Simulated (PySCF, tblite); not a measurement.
Breaking a bond: SiCl, doublet.

Methods: GFN2-xTB, 300 K electronic temperature (tblite); ROHF/6-31G (PySCF); ROKS-BLYP = PySCF 2.14.0 with restricted open-shell BLYP/6-31G; UCCSD(T) = CCSD(T) on UHF/6-31G, 10 core orbitals frozen in PySCF 2.14.0; UKS-BLYP = PySCF with unrestricted BLYP/6-31G.

Energies are in kJ/mol, each relative to the lowest point of its own curve near equilibrium.

```
R / Å  GFN2-xTB   ROHF  ROKS-BLYP  UCCSD(T)  UKS-BLYP
-----  --------  -----  ---------  --------  --------
1.64      337.8  503.4      505.4     526.4     505.5
1.76      127.4  260.7      265.1     278.7     265.2
1.86       50.0  138.3      143.2     152.3     143.2
1.93       22.5   82.3       86.9      93.6      86.9
1.99        9.3   48.7       52.8      57.8      52.8
2.07        1.2   19.8       22.9      26.1      23.0
2.11        0.0   10.8       13.4      15.7      13.4
2.21        2.8    0.1        1.1       1.9       1.1
2.27        7.5    0.0        0.0       0.0       0.0
2.39       21.9    9.4        7.4       6.2       7.4
2.59       56.3   42.1       36.6      34.4      36.5
2.76       90.9   77.5       68.8      66.5      68.6
```

At the longest distance, 2.76 Å, GFN2-xTB lies highest above its minimum (90.9 kJ/mol) and UCCSD(T) lowest (66.5 kJ/mol).

The scan ran from 1.64 to 8.26 Å; beyond the distances shown one of the unrestricted levels run for this scan, shown here or not, changes its spin distribution in one step.
